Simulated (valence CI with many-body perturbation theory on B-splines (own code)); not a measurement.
**Hf21+ in brief**

Method: relativistic CI+MBPT: five valence electrons over a frozen Dirac-Fock core [Kr] 4d10, radial functions for each j: 7 s, 7 p, 7 d, 7 f, 4 g, 2 h, with the one-electron correlation potential Σ1 (screened to all orders), the two-electron term Σ2, the three-electron term Σ3, Breit, model QED; selected single and double excitations, second order for the rest, scaled by the run's own slope (own B-spline code, finite nucleus).

No measured spectrum was set against this ion. As an estimate, terms of the open shell hold to a few per cent of their energy, and close levels can change places. Core correlation moves these levels by up to 3100 cm⁻¹, and in measured spectra 5 to 20 % of such shifts remained as error; rates that hang on mixing are uncertain with them. Among the levels kept, up to 900 cm⁻¹ of a level comes from second order outside the variational space, and about a tenth of that is noise between levels of different J, which matters for small intervals. Only levels of the ground parity were solved; by the run's estimate the other parity begins above the list, which can be wrong where configurations are misplaced.

Names give the largest LS component (configuration and term), which can be under half, so a name can repeat, a term be missing and a line seem to break the LS rules; names also repeat where a configuration has a term twice.

Rates and lifetimes use the calculated energies. Strong lines usually hold to 10 to 20 %, long lifetimes can be off by a factor of two.

Question: What is the ground level?

Answer: 4f⁵ ⁶H°_5/2, composition 78 % 4f⁵ ⁶H° + 18 % 4f⁵ ⁴G°, g = 0.361.

Question: How well does LS coupling describe the low levels?

Answer: Among the lowest 20 levels the leading LS term, summed over configurations, holds 69 % on average. For single configurations the figures are 69 % in LS and 47 % in jj coupling. Terms mix most in the J = 5/2 level at 5.038 eV, where the leading one holds 28 %.

Question: Name the longest-lived excited levels whose lifetime is computed, and their main decay.

Answer: 4f⁵ ⁶F°_1/2 at 2.487 eV lives 181 s, mostly by E2 to 4f⁵ ⁶H°_5/2.

Question: How is the term ⁶H° of the ground level split?

Answer: J = 5/2 at 0.000, J = 7/2 at 0.891, J = 9/2 at 1.752, J = 11/2 at 2.540, J = 13/2 at 3.245, J = 15/2 at 3.818 eV.

Question: What is the ionisation energy?

Answer: 582.1 eV; NIST lists 610 ± 30 eV (theoretical).
